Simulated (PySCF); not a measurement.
C₂H₃BClNO₂, SMILES COB(Cl)N=C=O.

Geometry optimised at r2SCAN-D4/def2-SVP. The structure was generated by enumeration, and PubChem lists no compound with its InChIKey, so it may never have been made. Other conformers were not sampled.

Calculation: ωB97X/def2-TZVP (PySCF).

```json
{
 "total_energy": "-768.45661 hartree",
 "point_group": "Cs",
 "highest_occupied_level": "-11.25 eV",
 "lowest_empty_level": "1.50 eV",
 "orbital_gap": "12.74 eV",
 "dipole_moment": "0.533 e·Å",
 "quadrupole, principal values (traceless, Buckingham form, about the centre of nuclear charge)": "-11.15, 3.27, 7.87 D·Å",
 "mean_static_polarisability": "61.2 bohr³ (9.08 Å³)",
 "polarisability_principal_values": "41.0, 62.1, 80.7 bohr³"
}
```
